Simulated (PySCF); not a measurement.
## EPR parameters of C6H7N2

Compound: C₆H₇N₂ (doublet state).
Atom-mapped SMILES: `[H]/[N:2]=[C:3]1\[CH2:4][C@@H:5]2[C:6]=[N:7][C@H:8]1[CH2:9]2` (hydrogens: H1 on N2; H10, H11 on C4; H12 on C5; H13 on C8; H14, H15 on C9)

Structure used (GFN2-xTB), in Å, numbered top down from 1:
```
atom  x, y, z in Å
H1     2.2638    0.4949   -1.8886
N2     1.2593    0.3619   -1.9847
C3     0.6369    0.1282   -0.9248
C4     1.1049    0.0149    0.5170
C5    -0.2042   -0.3221    1.2555
C6    -0.6029   -1.6419    0.6517
N7    -0.9382   -1.5548   -0.5370
C8    -0.8546   -0.1149   -0.8838
C9    -1.2120    0.5428    0.4651
H10    1.5015    0.9746    0.8550
H11    1.8789   -0.7434    0.6410
H12   -0.1831   -0.2357    2.3366
H13   -1.4102    0.1364   -1.7803
H14   -2.2466    0.3571    0.7496
H15   -0.9979    1.6100    0.5057
```

The hyperfine couplings belong to this conformer and change with its torsions.

Method used: PySCF, UKS B3LYP, pcH-1 on C H N, non-relativistic, mean-field spin-orbit, GIAO. Isolated species at its GFN2-xTB geometry, gas phase. A GFN2-xTB geometry isn't a minimum of the functional, and hyperfine couplings can be far from their values at a DFT geometry. The SCF solution wasn't tested for stability.

```json
{
 "g1, g2, g3": "2.00041, 2.00227, 2.00347",
 "g_iso": "2.00205",
 "Form of g": "rhombic: the two nearest values differ by 39 % of g3 − g1",
 "⟨S²⟩": "0.7550 (exact 0.7500)",
 "α and β electrons": "29, 28",
 "HOMO–LUMO gap, α and β orbitals": "5.61, 4.25 eV",
 "Total energy": "-342.24601 Eh"
}
```

Isotropic coupling and dipolar principal values T1 to T3, in MHz; ρ(0) is the spin density at the nucleus:

```json
{"atom": "H1", "isotope": "1H", "a_iso": "-0.3", "T1": "-1.4", "T2": "-0.7", "T3": "2.1", "Mulliken spin population": "0.00", "ρ(0) (bohr⁻³)": "-0.0001"}
{"atom": "N2", "isotope": "14N", "a_iso": "2.1", "T1": "-1.0", "T2": "-0.7", "T3": "1.8", "Mulliken spin population": "0.02", "ρ(0) (bohr⁻³)": "0.0066"}
{"atom": "C3", "isotope": "13C", "a_iso": "-8.0", "T1": "-1.8", "T2": "0.2", "T3": "1.6", "Mulliken spin population": "-0.01", "ρ(0) (bohr⁻³)": "-0.0071"}
{"atom": "C4", "isotope": "13C", "a_iso": "-1.3", "T1": "-1.4", "T2": "-1.0", "T3": "2.4", "Mulliken spin population": "0.00", "ρ(0) (bohr⁻³)": "-0.0012"}
{"atom": "C5", "isotope": "13C", "a_iso": "106.0", "T1": "-14.8", "T2": "-13.3", "T3": "28.2", "Mulliken spin population": "0.06", "ρ(0) (bohr⁻³)": "0.0943"}
{"atom": "C6", "isotope": "13C", "a_iso": "512.7", "T1": "-59.0", "T2": "-46.1", "T3": "105.1", "Mulliken spin population": "0.76", "ρ(0) (bohr⁻³)": "0.4561"}
{"atom": "N7", "isotope": "14N", "a_iso": "97.8", "T1": "-9.4", "T2": "-1.8", "T3": "11.1", "Mulliken spin population": "0.05", "ρ(0) (bohr⁻³)": "0.3028"}
{"atom": "C8", "isotope": "13C", "a_iso": "86.0", "T1": "-12.1", "T2": "-10.7", "T3": "22.7", "Mulliken spin population": "0.10", "ρ(0) (bohr⁻³)": "0.0765"}
{"atom": "C9", "isotope": "13C", "a_iso": "0.8", "T1": "-3.1", "T2": "-1.3", "T3": "4.4", "Mulliken spin population": "0.02", "ρ(0) (bohr⁻³)": "0.0008"}
{"atom": "H10", "isotope": "1H", "a_iso": "5.6", "T1": "-2.0", "T2": "-1.4", "T3": "3.4", "Mulliken spin population": "0.00", "ρ(0) (bohr⁻³)": "0.0013"}
{"atom": "H11", "isotope": "1H", "a_iso": "-0.6", "T1": "-3.4", "T2": "-2.6", "T3": "6.0", "Mulliken spin population": "0.00", "ρ(0) (bohr⁻³)": "-0.0001"}
{"atom": "H12", "isotope": "1H", "a_iso": "-6.0", "T1": "-8.5", "T2": "-5.3", "T3": "13.8", "Mulliken spin population": "0.00", "ρ(0) (bohr⁻³)": "-0.0013"}
{"atom": "H13", "isotope": "1H", "a_iso": "-8.0", "T1": "-6.1", "T2": "-2.5", "T3": "8.7", "Mulliken spin population": "0.00", "ρ(0) (bohr⁻³)": "-0.0018"}
{"atom": "H14", "isotope": "1H", "a_iso": "-0.7", "T1": "-3.1", "T2": "-2.3", "T3": "5.3", "Mulliken spin population": "0.00", "ρ(0) (bohr⁻³)": "-0.0002"}
{"atom": "H15", "isotope": "1H", "a_iso": "0.1", "T1": "-3.2", "T2": "-0.8", "T3": "4.0", "Mulliken spin population": "0.00", "ρ(0) (bohr⁻³)": "0.0000"}
```

Largest spin populations (Mulliken): C6 (+0.76), C8 (+0.10) and C5 (+0.06). C6 is the only atom above +0.15.

Axes: g1 points within 9° of the C6–N7 bond and g2 points within 9° of the N7–C8 bond.

Under fast tumbling the dipolar parts average out, and these isotropic splittings remain: 1 × 14N (N7, I = 1, 3 lines) with 3.49 mT, 1 × 1H (H13, I = 1/2, 2 lines) with 0.28 mT, 1 × 1H (H12, I = 1/2, 2 lines) with 0.21 mT, 1 × 1H (H10, I = 1/2, 2 lines) with 0.20 mT and 1 × 14N (N2, I = 1, 3 lines) with 0.08 mT.

The 13C coupling of C6 (512.7 MHz) shows only in satellite lines or after enrichment, since that isotope makes up about 1.07 % of natural carbon.

Examples of negative spin density at the nucleus (bohr⁻³): C3 (-0.0071), H13 (-0.0018) and H12 (-0.0013).
